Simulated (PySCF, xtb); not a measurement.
B(vinyl)(OMe)(NH2) (C3H8BNO), SMILES C=CB(N)OC.

GFN2-xTB (xtb 6.7.1) at its own geometry gives an orbital gap of 4.69 eV and a dipole moment of 2.51 D.

Geometry: PBE0-D3(BJ)/def2-SVP. Other conformers were not sampled.

### Question
What does B3LYP/def2-TZVP (PySCF) give? (An estimate is asked for; the answer gives what the named calculation found.)

### Answer
gap 6.60 eV (levels -7.09 and -0.50 eV), dipole 2.17 D.
